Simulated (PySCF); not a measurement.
C₄H₁₂GeOSi, SMILES C[Si](C)(O)/C=[CH]/[GeH3], GFN2-xTB optimised geometry.

```
19

Si     2.29     0.29     0.95
C      2.89    -1.47     1.36
C      2.96     1.57     2.18
O      2.87     0.79    -0.49
C      0.40     0.28     0.95
C     -0.36     0.82     0.00
Ge    -2.30     0.82     0.00
H      2.48    -2.21     0.67
H      2.59    -1.77     2.36
H      3.97    -1.54     1.31
H      2.63     1.37     3.19
H      2.63     2.57     1.92
H      4.05     1.58     2.18
H      2.72     0.29    -1.29
H     -0.11    -0.20     1.78
H      0.13     1.31    -0.84
H     -2.86     0.15    -1.22
H     -2.83     0.10     1.20
H     -2.87     2.21     0.00
```

Density from PBE0/def2-SVP run with PySCF at that geometry.

Minimum of the electron density along straight lines between bonded atoms, close to the bond critical point (lines longer than 1.1 times the sum of covalent radii, or with two minima, are not listed):

```json
[
 {"bond": "Si1–C2", "length / Å": "1.906", "ρ at the minimum / e bohr⁻³": "0.111", "∇²ρ there / e bohr⁻⁵": "0.31", "position (fraction from the first atom)": "0.38"},
 {"bond": "Si1–C3", "length / Å": "1.898", "ρ at the minimum / e bohr⁻³": "0.113", "∇²ρ there / e bohr⁻⁵": "0.32", "position (fraction from the first atom)": "0.38"},
 {"bond": "Si1–O4", "length / Å": "1.637", "ρ at the minimum / e bohr⁻³": "0.126", "∇²ρ there / e bohr⁻⁵": "1.05", "position (fraction from the first atom)": "0.41"},
 {"bond": "Si1–C5", "length / Å": "1.895", "ρ at the minimum / e bohr⁻³": "0.112", "∇²ρ there / e bohr⁻⁵": "0.35", "position (fraction from the first atom)": "0.38"},
 {"bond": "C5–C6", "length / Å": "1.330", "ρ at the minimum / e bohr⁻³": "0.337", "∇²ρ there / e bohr⁻⁵": "-0.88", "position (fraction from the first atom)": "0.50"},
 {"bond": "C6–Ge7", "length / Å": "1.943", "ρ at the minimum / e bohr⁻³": "0.130", "∇²ρ there / e bohr⁻⁵": "0.06", "position (fraction from the first atom)": "0.53"},
 {"bond": "C2–H8", "length / Å": "1.087", "ρ at the minimum / e bohr⁻³": "0.270", "∇²ρ there / e bohr⁻⁵": "-0.96", "position (fraction from the first atom)": "0.62"},
 {"bond": "C2–H9", "length / Å": "1.085", "ρ at the minimum / e bohr⁻³": "0.271", "∇²ρ there / e bohr⁻⁵": "-0.96", "position (fraction from the first atom)": "0.62"},
 {"bond": "C2–H10", "length / Å": "1.086", "ρ at the minimum / e bohr⁻³": "0.271", "∇²ρ there / e bohr⁻⁵": "-0.96", "position (fraction from the first atom)": "0.62"},
 {"bond": "C3–H11", "length / Å": "1.085", "ρ at the minimum / e bohr⁻³": "0.272", "∇²ρ there / e bohr⁻⁵": "-0.97", "position (fraction from the first atom)": "0.62"},
 {"bond": "C3–H12", "length / Å": "1.085", "ρ at the minimum / e bohr⁻³": "0.272", "∇²ρ there / e bohr⁻⁵": "-0.98", "position (fraction from the first atom)": "0.63"},
 {"bond": "O4–H14", "length / Å": "0.953", "ρ at the minimum / e bohr⁻³": "0.357", "∇²ρ there / e bohr⁻⁵": "-2.45", "position (fraction from the first atom)": "0.82"},
 {"bond": "C5–H15", "length / Å": "1.085", "ρ at the minimum / e bohr⁻³": "0.277", "∇²ρ there / e bohr⁻⁵": "-1.02", "position (fraction from the first atom)": "0.63"},
 {"bond": "C6–H16", "length / Å": "1.084", "ρ at the minimum / e bohr⁻³": "0.279", "∇²ρ there / e bohr⁻⁵": "-1.04", "position (fraction from the first atom)": "0.63"},
 {"bond": "Ge7–H17", "length / Å": "1.499", "ρ at the minimum / e bohr⁻³": "0.141", "∇²ρ there / e bohr⁻⁵": "0.08", "position (fraction from the first atom)": "0.59"},
 {"bond": "Ge7–H18", "length / Å": "1.495", "ρ at the minimum / e bohr⁻³": "0.142", "∇²ρ there / e bohr⁻⁵": "0.08", "position (fraction from the first atom)": "0.59"},
 {"bond": "Ge7–H19", "length / Å": "1.497", "ρ at the minimum / e bohr⁻³": "0.141", "∇²ρ there / e bohr⁻⁵": "0.08", "position (fraction from the first atom)": "0.59"}
]
```
